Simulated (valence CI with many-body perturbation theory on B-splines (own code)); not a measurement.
Hyperfine factors and g values of Ce XLIII

Computed by valence CI with perturbative core correlation (CI+MBPT): six valence electrons over a frozen Dirac-Fock core [Ne], radial functions for each j: 9 s, 9 p, 8 d, 6 f, 3 g, 1 h, with the one-electron correlation potential Σ1, the two-electron term Σ2, the three-electron term Σ3, Breit, model QED; selected CI, second order for the rest, scaled by the run's own slope (own B-spline code, finite nucleus).

No measured spectrum was set against this ion. As an estimate, large intervals hold to a few tenths of a per cent, small ones and those within an open d or f shell to about a per cent. Among the levels kept, up to 1100 cm⁻¹ of a level comes from second order outside the variational space, and about a tenth of that is noise between levels of different J, which matters for small intervals.

A/g_I is the dipole constant over the nuclear g factor μ/I (μ in nuclear magnetons, uniformly magnetised nucleus), B/Q the quadrupole constant per barn. Both hold the static response of the core; the bare values leave it out. Large factors of s and p1/2 electrons are usually good to 5 to 10 %; those of open d and f shells near neutrality can be off by tens of per cent, and small factors of p3/2, d and f electrons come from cancelling terms and can be off by a factor of two or in sign, in half-filled shells by more. B is blank for J = 1/2, where it vanishes, and for nearly pure S terms. Energies count from the lowest level. Levels with J = 0 are left out.

Levels are named by their leading jj configuration (3d3/2^4 stands for four electrons in 3d with j = 3/2), which in mixed levels can hold well under half, so a name can repeat and another be missing. Letters in brackets count levels of one name in rising energy.

```csv
Level,E (cm⁻¹),g,A/g_I (MHz),A/g_I bare,B/Q (MHz/b),B/Q bare
(3s^2 3p1/2^2 3p3/2^2) J=2,0,1.348,86800,86600,24100,23700
(3s^2 3p1/2 3p3/2^3) J=1,863470,1.495,-38900,-35800,-83700,-82300
(3s^2 3p1/2 3p3/2^3) J=2,923630,1.138,217000,213000,-192000,-189000
(3s^2 3p1/2^2 3p3/2 3d3/2) J=2,1375800,1.054,68100,68500,-823,-674
(3s^2 3p1/2^2 3p3/2 3d3/2) J=1,1413400,1.165,50300,51600,-64200,-63800
(3s^2 3p1/2^2 3p3/2 3d3/2) J=3,1423800,1.140,61900,62800,147000,145000
(3s^2 3p1/2^2 3p3/2 3d5/2) J=2,1601100,1.295,89100,89100,-112000,-110000
(3s^2 3p1/2^2 3p3/2 3d5/2) J=4,1605100,1.275,41500,42500,161000,160000
(3s^2 3p1/2^2 3p3/2 3d5/2) J=3,1750200,1.160,41000,41800,30000,31000
(3s^2 3p1/2^2 3p3/2 3d5/2) J=1,1801100,1.065,-44500,-41500,14100,14300
(3s 3p1/2^2 3p3/2^3) J=2,1912900,1.442,394000,387000,-146000,-144000
(3s 3p1/2^2 3p3/2^3) J=1,2028700,1.149,-217000,-209000,-40100,-39400
(3s^2 3p1/2 3p3/2^2 3d3/2) J=2 [a],2189700,1.021,128000,127000,-105000,-103000
(3s^2 3p1/2 3p3/2^2 3d3/2) J=1 [a],2198300,0.944,153000,151000,-31700,-31600
(3s^2 3p1/2 3p3/2^2 3d3/2) J=3 [a],2234600,1.099,125000,124000,-22200,-21600
(3s^2 3p1/2 3p3/2^2 3d3/2) J=4,2293100,1.061,135000,134000,25400,26300
(3s^2 3p1/2 3p3/2^2 3d3/2) J=2 [b],2362300,0.857,167000,165000,92900,92600
(3s^2 3p1/2 3p3/2^2 3d5/2) J=3 [a],2387300,1.343,-16900,-14300,37900,37800
(3s^2 3p1/2 3p3/2^2 3d5/2) J=4 [a],2401300,1.282,2520,4410,85200,85600
(3s^2 3p1/2 3p3/2^2 3d5/2) J=1 [a],2452600,0.946,292000,286000,15600,15400
(3s^2 3p1/2 3p3/2^2 3d3/2) J=3 [b],2467200,1.161,32300,33600,15400,16100
(3s^2 3p1/2 3p3/2^2 3d5/2) J=4 [b],2471800,1.177,110000,109000,-3560,-2510
(3s^2 3p1/2 3p3/2^2 3d3/2) J=2 [c],2485500,1.273,132000,131000,7620,6760
(3s^2 3p1/2 3p3/2^2 3d5/2) J=5,2493800,1.193,104000,104000,37500,38700
(3s^2 3p1/2 3p3/2^2 3d3/2) J=1 [b],2505400,1.621,151000,150000,30700,30300
(3s^2 3p1/2 3p3/2^2 3d3/2) J=1 [c],2589200,0.972,-106000,-101000,-28300,-27300
(3s^2 3p1/2 3p3/2^2 3d5/2) J=2 [a],2597700,1.258,-60300,-56800,141000,139000
(3s^2 3p1/2 3p3/2^2 3d5/2) J=3 [b],2640900,1.126,117000,116000,158000,157000
(3s^2 3p1/2 3p3/2^2 3d5/2) J=2 [b],2660000,1.072,96700,96000,29500,29600
(3s^2 3p1/2 3p3/2^2 3d5/2) J=1 [b],2693600,1.113,-64300,-61100,13200,13000
(3s^2 3p1/2 3p3/2^2 3d5/2) J=3 [c],2706000,1.057,130000,129000,-106000,-104000
(3s^2 3p1/2 3p3/2^2 3d5/2) J=2 [c],2755100,1.210,35400,36200,-129000,-127000
(3s^2 3p1/2^2 3d3/2^2) J=2,2801700,0.730,41600,42700,2240,2410
```
